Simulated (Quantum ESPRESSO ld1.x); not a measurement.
Pm2+, 59 electrons, occupied as [Xe] 4f5 (the NIST ground configuration).

Calculated with ld1.x of Quantum ESPRESSO 7.5: non-relativistic Kohn-Sham, LDA (Slater exchange, VWN5 correlation), spin-unpolarised, spherical densities, point nucleus; relativity is left out, which matters for an element this heavy.

Energy parts (eV):
total: -262614.02
kinetic: 262496.39
electron-nucleus: -622100.55
Hartree: 102810.79
exchange-correlation: -5820.65

Orbitals (lengths in bohr, moments of r in powers of bohr; <r^-3> diverges for s and p1/2; r(90%) holds 90 % of the orbital's charge):
orbital  occ.  eigenvalue (eV)      <r^4>  <r^-3>  r(90%)
1s          2         -42543.8  1.733e-06       -  0.0443
2s          2         -6706.09  0.0002962       -   0.163
2p          6         -6365.53  0.0001896    7671   0.146
3s          2         -1466.72    0.01135       -   0.404
3p          6         -1316.84    0.01049    1532   0.397
3d         10         -1036.68   0.007763   259.1   0.369
4s          2         -296.472     0.2853       -   0.900
4p          6         -239.269     0.3317   333.7   0.936
4d         10         -137.948     0.4928   46.94    1.03
5s          2         -50.2001      10.06       -    2.19
5p          6         -35.0145      17.06   45.13    2.51
4f          5         -18.2871      4.461   6.079    1.69
5d          0         -14.1218      88.88   3.103    3.81
6s          0         -12.7575      345.3       -    5.31

The highest occupied level is 4f at -18.287 eV. Virial ratio -V/T = 2.00045. Summed over all electrons, <r^2> = 42.09 bohr^2, which gives a Langevin (diamagnetic) susceptibility term of -33.3 x 10^-6 cm^3/mol. For comparison, the ionisation energy in NIST's Atomic Spectra Database is 22.4 eV (semi-empirical). In exact Kohn-Sham theory the highest level is minus the ionisation energy, but local and semilocal functionals leave it too shallow, through self-interaction and a potential that decays too fast; potentials with the right tail come closer. The density falls to 0.001 e/bohr^3 at r = 3.57 bohr.

Beside tabulated values, note that spin-unpolarised runs miss the spin-polarisation part of the exchange energy of open shells.
